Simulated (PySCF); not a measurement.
# Working out the excitation energy of Ca

Ca [Ar] 4s2 (1S) → Ca [Ar] 4s1 5s1 (3S). Computed with PySCF 2.14 in x2c-TZVPPall with one added diffuse shell each of s, p, d type (7s6p4d, 45 functions), with scalar relativity by spin-free X2C-1e. Frozen: [Ne]. Energies in hartree (1 hartree = 27.21139 eV):

```tsv
part	Ca (lower)	Ca (upper)
UHF	-679.620222	-679.506114
CCSD correlation	-0.222381	-0.196492
(T)	-0.004546	-0.003136
```

Problem. What does Hartree-Fock give?

Solution. (-679.506114) − (-679.620222) = 0.114108 hartree = 3.105 eV.

Problem. What do CCSD and CCSD(T) give?

Solution. The CCSD correlation energies differ by 0.025889 hartree = 0.704 eV and the triples by 0.001410 hartree = 0.038 eV, so CCSD gives 3.809 eV and CCSD(T) 3.847 eV.

Measured between the centres of the two terms (NIST): 3.910 eV, so CCSD(T) (valence and next inner shell) is off by -0.063 eV.

What remains against the reference includes basis incompleteness, the frozen core and higher excitations.
